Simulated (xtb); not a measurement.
CH4OZn, SMILES [CH3][Zn][OH]. All values are semi-empirical tight-binding results from xtb (GFN2-xTB unless named), good for trends rather than for accurate numbers. Geometry optimised at GFN2-xTB. The isomer is the one that the SMILES or the coordinates give; other isomers of the formula were not compared. One conformer was computed; it need not be the lowest.

Optimised geometry:

Bond lengths (Å): Zn1–C2 1.991, Zn1–O6 1.723, C2–H3 1.082, C2–H4 1.084, C2–H5 1.083, O6–H7 0.952. Bond angles (°): C2–Zn1–O6 151.7, Zn1–C2–H3 113.2, Zn1–C2–H4 108.9, Zn1–C2–H5 110.3, H3–C2–H4 108.2, H3–C2–H5 108.0, H4–C2–H5 108.2, Zn1–O6–H7 136.0.
Charge 0, spin multiplicity 1.

For metal compounds this method's bond lengths and energies can be far off.

```yaml
orbital_gap: 4.66 eV
zero_point_energy: 28.9 kcal/mol
G − E(el) at 298.15 K (modified RRHO): 10.7 kcal/mol
```

Question: Give the atomic charges and the Wiberg bond orders between heavy atoms. (The exact figures need the calculation; the answer reports its results.)

Answer: charges (e) Zn1 0.30, C2 -0.18, H3 0.06, H4 0.06, H5 0.06, O6 -0.59, H7 0.29. Bond orders Zn1–C2 0.85, Zn1–O6 0.93.
